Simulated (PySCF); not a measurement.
## Dipole response of Be⁺ (beryllium, charge +1)

[He] 2s1, 2S determinant. Computed with PySCF 2.14 in aug-cc-pVTZ (5s4p3d2f, 46 functions), with the non-relativistic Hamiltonian (point nucleus). Coupled (time-dependent) response in atomic units; α is the mean over directions.

```
   method  mean α (bohr³)  C₆ (like pair)  S(−4)
      UHF           24.84           70.73   1126
      PBE           21.56           57.52  847.6
     PBE0           22.27           60.27  904.0
    B3LYP           21.52           56.83  860.8
BHandHLYP           22.11           59.11  907.0
```

S(−4) is the Cauchy moment in α(ω) = α(0) + S(−4) ω² + …

α(iu) at UHF:

```tsv
u (hartree)	α(iu) (bohr³)
0	24.84
0.0500	22.32
0.100	17.17
0.200	9.116
0.300	5.283
0.500	2.407
0.750	1.250
1.00	0.7795
1.50	0.3975
2.00	0.2464
3.00	0.1267
5.00	0.05518
```

For an ion, C₆ is the dispersion term alone; charge-induced terms of lower order in 1/R come first.
